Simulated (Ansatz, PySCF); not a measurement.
Si(F)(NHSiH3)2(Cl) (ClFH8N2Si3), SMILES F[Si](Cl)(N[SiH3])N[SiH3]. Atoms are numbered in the order given.

```xyz
15

F      0.4138    -0.4112    -1.7177
Si     0.0283    -0.0775    -0.1786
Cl    -0.7362     1.8362    -0.2065
N     -1.2187    -1.0484     0.4545
Si    -2.9196    -0.6598     0.6652
N      1.5135    -0.2497     0.6393
Si     3.1107    -0.3035    -0.0894
H     -0.9547    -2.0028     0.6853
H     -3.5830    -1.9387     1.0572
H     -3.5305    -0.1471    -0.5944
H     -3.1310     0.3478     1.7452
H      1.4845    -0.2133     1.6536
H      4.0889    -0.1756     1.0307
H      3.3528    -1.5925    -0.8017
H      3.3043     0.8158    -1.0558
```

The structure is a stationary point at PBE0-D3(BJ)/def2-SVP. Other conformers were not sampled.

Two levels are set side by side: PBE-D3(BJ)/def2-SVP (Ansatz, a program for electronic structure) and PBE0-D3(BJ)/def2-SVP (Ansatz). Each level has its own optimised geometry; the coordinates shown are those of the second. Frequencies come from the Hessian of PySCF at each geometry. Differences are taken from unrounded values.

```tsv
quantity	PBE0-D3(BJ)
mean bond length (Å)	1.542
bond F1–Si2 (Å)	1.621
bond Si2–Cl3 (Å)	2.061
bond Si2–N4 (Å)	1.703
bond Si2–N6 (Å)	1.704
bond N4–Si5 (Å)	1.757
bond N6–Si7 (Å)	1.756
bond N4–H8 (Å)	1.017
bond Si5–H9 (Å)	1.493
bond Si5–H10 (Å)	1.491
bond Si5–H11 (Å)	1.492
bond N6–H12 (Å)	1.015
bond Si7–H13 (Å)	1.493
bond Si7–H14 (Å)	1.492
bond Si7–H15 (Å)	1.491
highest harmonic wavenumber (cm⁻¹)	3643
mean harmonic wavenumber (cm⁻¹)	1005
zero-point energy (kcal/mol)	56.04
```

Task: What does PBE-D3(BJ) give, and how far is it from PBE0-D3(BJ)? (Estimate from the structure and the level; the computed values follow.)

Result: 
```tsv
quantity	PBE-D3(BJ)	PBE-D3(BJ) minus PBE0-D3(BJ)
mean bond length (Å)	1.554	0.012
bond F1–Si2 (Å)	1.638	0.017
bond Si2–Cl3 (Å)	2.077	0.016
bond Si2–N4 (Å)	1.716	0.014
bond Si2–N6 (Å)	1.718	0.014
bond N4–Si5 (Å)	1.770	0.013
bond N6–Si7 (Å)	1.769	0.013
bond N4–H8 (Å)	1.025	0.008
bond Si5–H9 (Å)	1.504	0.011
bond Si5–H10 (Å)	1.502	0.011
bond Si5–H11 (Å)	1.503	0.011
bond N6–H12 (Å)	1.024	0.008
bond Si7–H13 (Å)	1.503	0.011
bond Si7–H14 (Å)	1.503	0.011
bond Si7–H15 (Å)	1.502	0.011
highest harmonic wavenumber (cm⁻¹)	3530	-113
mean harmonic wavenumber (cm⁻¹)	971	-34
zero-point energy (kcal/mol)	54.13	-1.91
```

Exact exchange shortens and stiffens bonds; PBE has none. Differences between two approximate levels are no errors against the true value.
